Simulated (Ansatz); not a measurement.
Ansatz results at the PBE0-D4/def2-TZVP geometry: HOMO energy (PBE0/def2-TZVPP) -8.00 eV; LUMO energy (B3LYP/def2-TZVPP) -0.35 eV; LUMO energy (PBE0/def2-TZVPP) -0.07 eV.

(1) Which molecule gave them?
A. `[SiH3][SnH3]`
B. `[CH3][SnH]([F])[Br]`
C. `C[O][SnH]([F])[O][SiH3]`
D. `C[O][SnH2][SeH]`

Answers

(1) A. The others give `C[O][SnH2][SeH]`: -7.21, -1.12, -0.82; `[CH3][SnH]([F])[Br]`: -8.35, -1.39, -1.06; `C[O][SnH]([F])[O][SiH3]`: -8.36, -1.69, -1.35.

B3LYP here is the variant with VWN-RPA as its local correlation; programs differ in this.
